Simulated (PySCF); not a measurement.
SMILES FC(F)(F)c1ccc(Br)cc1 (GFN2-xTB optimised geometry):

```
15

F     -1.764    -2.487    -1.280
C     -1.389    -2.153    -0.029
F     -2.517    -2.109     0.697
F     -0.673    -3.185     0.436
C     -0.635    -0.854     0.000
C     -1.345     0.341    -0.009
C     -0.663     1.543    -0.009
C      0.723     1.535    -0.004
Br     1.661     3.185    -0.004
C      1.438     0.348     0.000
C      0.754    -0.854     0.000
H     -2.424     0.328    -0.009
H     -1.202     2.478    -0.013
H      2.517     0.363     0.003
H      1.297    -1.786     0.005
```

Calculation: B3LYP/def2-TZVP run with PySCF.

### Question
What are the frontier orbital energies and the dipole moment?

### Answer
HOMO-2 -8.38 eV, HOMO-1 -8.01 eV, HOMO -7.36 eV, LUMO -1.50 eV, LUMO+1 -1.26 eV; dipole moment 1.31 D.

Meta-Löwdin charges at B3LYP/def2-TZVP: F1 -0.28, C2 0.78, F3 -0.28, F4 -0.28, C5 -0.05, C6 -0.10, C7 -0.11, C8 0.00, Br9 -0.03, C10 -0.11, C11 -0.10, H12 0.14, H13 0.14, H14 0.14, H15 0.14.
